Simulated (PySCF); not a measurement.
SMILES CN(B([N]C)N(C)C)C, doublet, GFN2-xTB optimised geometry.

```
24

C      2.04     1.02     0.06
N      1.00     0.08     0.00
B     -0.36     0.08     0.00
N     -1.13    -1.11    -0.06
C     -2.56    -1.15    -0.04
C     -0.51    -2.41    -0.16
N     -1.11     1.39     0.00
C     -0.77     2.39     0.97
C     -1.45     1.94    -1.28
H      2.21     1.39     1.08
H      2.96     0.53    -0.28
H      1.88     1.88    -0.60
H     -2.91    -1.79     0.78
H     -2.96    -1.56    -0.97
H     -2.95    -0.15     0.11
H     -0.81    -2.92    -1.09
H     -0.79    -3.04     0.68
H      0.57    -2.28    -0.16
H      0.07     3.03     0.66
H     -1.64     3.04     1.14
H     -0.51     1.90     1.91
H     -1.73     1.13    -1.96
H     -2.29     2.63    -1.18
H     -0.62     2.50    -1.73
```

Density from PySCF with unrestricted CAM-B3LYP/def2-SVP at that geometry.

Minimum of the electron density along straight lines between bonded atoms, close to the bond critical point (lines longer than 1.1 times the sum of covalent radii, or with two minima, are not listed):

```tsv
bond	length / Å	ρ at the minimum / e bohr⁻³	∇²ρ there / e bohr⁻⁵	position (fraction from the first atom)
C1–N2	1.399	0.293	-0.90	0.37
N2–B3	1.360	0.215	0.92	0.67
B3–N4	1.421	0.200	0.63	0.33
N4–C5	1.437	0.278	-0.83	0.61
N4–C6	1.438	0.278	-0.82	0.61
B3–N7	1.502	0.170	0.38	0.32
N7–C8	1.435	0.281	-0.84	0.61
N7–C9	1.437	0.279	-0.82	0.61
C1–H10	1.100	0.275	-1.01	0.63
C1–H11	1.097	0.274	-1.02	0.63
C1–H12	1.102	0.268	-0.97	0.63
C5–H13	1.097	0.275	-1.01	0.63
C5–H14	1.098	0.274	-1.00	0.63
C5–H15	1.087	0.283	-1.10	0.64
C6–H16	1.097	0.275	-1.01	0.63
C6–H17	1.097	0.275	-1.01	0.63
C6–H18	1.087	0.283	-1.09	0.64
C8–H19	1.101	0.272	-0.99	0.63
C8–H20	1.096	0.276	-1.03	0.63
C8–H21	1.088	0.282	-1.08	0.64
C9–H22	1.088	0.282	-1.08	0.64
C9–H23	1.095	0.276	-1.02	0.63
C9–H24	1.101	0.272	-0.99	0.63
```
